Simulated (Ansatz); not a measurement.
Pulling on the O3–H4 bond in BeH2O (SMILES [BeH][OH]) (multiplicity 1 held, fragments rigid). Energies count from the point at 0.952 Å.
Geometry at that point (charge 0, multiplicity 1):
```xyz
4

Be    -0.784    -0.353     0.030
H     -1.995    -0.895     0.080
O      0.511     0.185    -0.074
H      1.042     0.825     0.390
```

Signs of static correlation in aug-cc-pVTZ, with CASSCF(4,3), from Ansatz (an electronic-structure program) runs.

| R (Å) | T1 of restricted CCSD | ⟨S²⟩ of UHF | largest double amplitude of restricted CCSD | weight of the CASSCF reference in MRCISD | CASSCF natural occupations |
|---|---|---|---|---|---|
| 0.762 | 0.012 | 0.000 | 0.021 | 0.933 | 2.00 1.99 0.01 |
| 0.857 | 0.012 | 0.000 | 0.021 | 0.932 | 2.00 1.99 0.01 |
| 0.952 | 0.013 | 0.000 | 0.020 | 0.931 | 2.00 1.98 0.02 |
| 1.047 | 0.013 | 0.000 | 0.020 | 0.930 | 2.00 1.98 0.02 |
| 1.142 | 0.014 | 0.000 | 0.020 | 0.928 | 2.00 1.97 0.04 |
| 1.285 | 0.015 | 0.000 | 0.024 | 0.927 | 2.00 1.94 0.06 |
| 1.428 | 0.017 | ___ | 0.022 | 0.927 | 2.00 1.90 0.10 |
| 1.666 | 0.020 | 0.701 | 0.093 | 0.928 | 2.00 1.80 0.20 |
| 1.904 | 0.027 | 0.905 | ___ | 0.930 | 2.00 1.62 0.38 |
| 2.190 | 0.042 | 0.976 | 0.403 | 0.932 | 2.00 1.39 0.61 |
| 2.570 | 0.061 | 0.999 | 0.603 | 0.934 | 2.00 1.19 0.81 |
| 3.046 | 0.068 | 1.005 | 0.741 | 0.934 | 2.00 1.08 0.92 |

Problem. Complete the blanks.

Solution. 
- 1.428, ⟨S²⟩ of UHF: 0.116
- 1.904, largest double amplitude of restricted CCSD: 0.222

Doubts at one or more of the structures used: active orbitals that take no part (SC-NEVPT2 on CASSCF(4,3)/aug-cc-pVTZ); a restricted determinant that unrestricted orbitals would lower (R-CCSD(T)/aug-cc-pVTZ); other coupled-cluster roots lie near (R-CCSD(T)/aug-cc-pVTZ); T1 above 0.05 (R-CCSD(T)/aug-cc-pVTZ, U-CCSD(T)/aug-cc-pVTZ); a spin-contaminated determinant (U-CCSD(T)/aug-cc-pVTZ).
